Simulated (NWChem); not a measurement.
System: Te, triplet

Output (shortened):

```
             Northwest Computational Chemistry Package (NWChem) 7.3.0
             --------------------------------------------------------

                             Geometry "geometry" -> ""
                             -------------------------

 Output coordinates in angstroms (scale by  1.889725989 to convert to a.u.)

  No.       Tag          Charge          X              Y              Z
 ---- ---------------- ---------- -------------- -------------- --------------
    1 Te                  52.0000     0.00000000     0.00000000     0.00000000

 Effective nuclear repulsion energy (a.u.)       0.0000000000

                                 NWChem DFT Module
                                 -----------------

 Summary of "ao basis" -> "ao basis" (spherical)
 ------------------------------------------------------------------------------
       Tag                 Description            Shells   Functions and Types
 ---------------- ------------------------------  ------  ---------------------
 Te                         def2-svp                10       26   4s4p2d

            General Information
            -------------------
          SCF calculation type: DFT
          Wavefunction type:  spin polarized.
          No. of atoms     :     1
          No. of electrons :    24
           Alpha electrons :    13
            Beta electrons :    11
          Charge           :     0
          Spin multiplicity:     3
          Use of symmetry is: off; symmetry adaption is: off
          Maximum number of iterations: 150
          AO basis - number of functions:    26
                     number of shells:    10
          Convergence on energy requested:  1.00D-06
          Convergence on density requested:  1.00D-05
          Convergence on gradient requested:  5.00D-04

              XC Information
              --------------
                      r^2SCAN Method XC Functional
               r^2SCAN metaGGA Exchange Functional  1.000
                     r^2SCAN Correlation Potential  1.000

             Grid Information
             ----------------
          Grid used for XC integration:  xcoarse
          Radial quadrature: Mura-Knowles
          Angular quadrature: Lebedev.
          Tag              B.-S. Rad. Rad. Pts. Rad. Cut. Ang. Pts.
          ---              ---------- --------- --------- ---------
          Te                  1.40       84           5.0       194
          Grid pruning is: on
          Number of quadrature shells:    84
          Spatial weights used:  Erf1

      Superposition of Atomic Density Guess
      -------------------------------------

 Sum of atomic energies:        -311.22371841

      Non-variational initial energy
      ------------------------------

 Total energy =    -266.754433
 1-e energy   =    -466.692687
 2-e energy   =     199.938253
 HOMO         =      -0.239105
 LUMO         =      -0.239105

     ---------------------------------------------
      Total Density - Mulliken Population Analysis
     ---------------------------------------------

    Atom       Charge   Shell Charges
 -----------   ------   -------------------------------------------------------
    1 Te  24    24.00   1.77  0.27  1.26  0.70  2.89  3.14  1.78  2.19  9.85  0.15

     --------------------------------------------
      Spin Density - Mulliken Population Analysis
     --------------------------------------------

    Atom       Charge   Shell Charges
 -----------   ------   -------------------------------------------------------
    1 Te  24     2.00   0.00  0.00  0.00  0.00 -0.05  0.07  0.89  1.09  0.00  0.00

[...]

                         DFT ENERGY GRADIENTS

    atom               coordinates                        gradient
                 x          y          z           x          y          z
   1 Te      0.000000   0.000000   0.000000   -0.000000  -0.000000   0.000000
```

Level: r2SCAN/def2-SVP with def2 effective core potentials on Te, spin-unrestricted. The open p shell is one determinant without spherical averaging. No stability test was run on the SCF state. def2 effective core potentials on Te; no spin-orbit coupling.

### Question
Reconstruct the input file.

### Answer
One answer among several that fit: the input that was run:
```
start job
memory heap 200 mb stack 900 mb global 1100 mb
geometry units angstroms noautoz
  Te     0.000000     0.000000     0.000000
end
basis spherical
  Te library def2-svp
end
ecp
  Te library def2-ecp
end
dft
  odft
  mult 3
  xc r2scan
  grid xcoarse
  iterations 150
  mulliken
end
task dft gradient
```
